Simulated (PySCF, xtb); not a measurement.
dichloro(silylmethyl)silane (CH6Cl2Si2), SMILES [SiH](C[SiH3])(Cl)Cl.

GFN2-xTB (xtb) at its own geometry gives an orbital gap of 5.65 eV and a dipole moment of 2.18 D.

Coordinates come from a r2SCAN-D4/def2-SVP optimisation. The values are those of a single conformer.

**Question.** What does PySCF with r2SCAN/def2-TZVP give? (Estimate from the structure and the level; the computed values follow.)

**Answer.** gap 7.55 eV (levels -7.84 and -0.29 eV), dipole 2.11 D.
